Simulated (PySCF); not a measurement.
## NMR problem set

PySCF calculation with PBE0/pcSseg-1 with gauge-including orbitals and structure optimised with GFN2-xTB; gas phase, one averaged value for each set of equivalent atoms, non-relativistic, single conformer.

Scale: $^{1}$H (σ = 31.72 ppm), $^{13}$C (σ = 186.93 ppm) against TMS (reference shieldings calculated alike). Splittings of carbon signals by F and P are missing where no couplings were computed. Where no couplings were computed, multiplicities follow the n + 1 count of equivalent neighbours, and m marks all less simple cases (inequivalent or close neighbours, rings, F or P nearby). Shifts are as computed. Against solution values, carbons near 30 ppm lie about +3 ppm off and those near 130 ppm about +5 ppm; carbons on Cl a further +6 ppm. Of 1211 compounds with measured shifts, 218 miss one by over three times the rms of a fit or turn the order of signals round; such compounds aren't used in these exercises. Carbons bonded to Cl come out too deshielded.

(1) C₅H₈NP. $^{1}$H NMR (400 MHz, computed): δ 9.45 (m, 1H), 2.52 (m, 3H), 2.46 (m, 2H), 2.32 (m, 2H). $^{13}$C{$^{1}$H} NMR (computed): δ 209.3 (CH), 124.4 (C), 31.5 (CH2), 26.2 (CH3), 15.8 (CH2). Give a structure.

(2) C₈H₉FO₂. $^{1}$H NMR (500 MHz, computed): δ 7.08 (m, 1H), 7.02 (m, 1H), 5.52 (m, 1H), 5.43 (m, 1H), 5.06 (m, 1H), 5.00 (m, 1H), 2.07 (s, 3H). $^{13}$C{$^{1}$H} NMR (computed): δ 172.6 (C), 161.2 (C), 159.2 (CH), 136.3 (CH), 131.0 (C), 120.9 (CH2), 107.4 (CH2), 23.3 (CH3). Give a structure.

(3) C₈H₆ClP. $^{1}$H NMR (300 MHz, computed): δ 8.84 (m, 1H), 8.28 (m, 1H), 3.39 (s, 1H), 2.92 (m, 3H). $^{13}$C{$^{1}$H} NMR (computed): δ 176.1, 162.0, 153.3, 143.7, 128.6, 97.5, 87.4, 28.3. What is it?

Results:

(1) SMILES C/C=P/CCC#N. 5 carbon signals for 5 carbons: no two carbons are equivalent. Carbon types of the structure: 1 × C, 1 × CH, 2 × CH2, 1 × CH3, which accounts for all hydrogens. δC 209.3: carbon double-bonded to a heavier main-group atom. δC 124.4: nitrile carbon; C≡N carbons fall here, among the sp2 signals but without a proton. δC 15.8: sp3 CH2 α to a nitrile; a saturated carbon with 2 carbon neighbours and no heteroatom attached. δH 9.45: hydrogen on a carbon double-bonded to a heavier main-group atom.

The data come from this structure; uniqueness wasn't tested.

(2) SMILES C=C/C(=C\F)C(=C)OC(C)=O. Rings plus π bonds: 4 (no ring in the answer). 8 carbon signals for 8 carbons: no two carbons are equivalent. Carbon types of the structure: 3 × C, 2 × CH, 2 × CH2, 1 × CH3, which accounts for all hydrogens. δC 161.2: alkene carbon bearing oxygen; an sp2 carbon further deshielded by the attached heteroatom. δC 159.2, 136.3: alkene CH; an sp2 carbon of a C=C bond. δC 131.0: fully substituted alkene carbon; as expected for a trigonal carbon in a double bond. δC 120.9: terminal =CH2 carbon; the olefinic region.

This is the structure that produced the data.

(3) `c1(C)pccc(C#C)c1Cl`. 8 carbon signals for 8 carbons: no two carbons are equivalent. Carbon types of the structure: 4 × C, 3 × CH, 1 × CH3, which accounts for all hydrogens. δC 162.0, 143.7: aromatic CH. δC 97.5: terminal alkyne carbon; the triple bond shields along its axis, which puts it between sp3 and sp2 carbons. δC 87.4: alkyne carbon; sp carbons lie upfield of alkene carbons because the cylindrical π system leaves one tensor component strongly shielded. δH 8.84, 8.28: hydrogen on an aromatic CH; ring-current deshielding.

The shifts were computed for this structure.
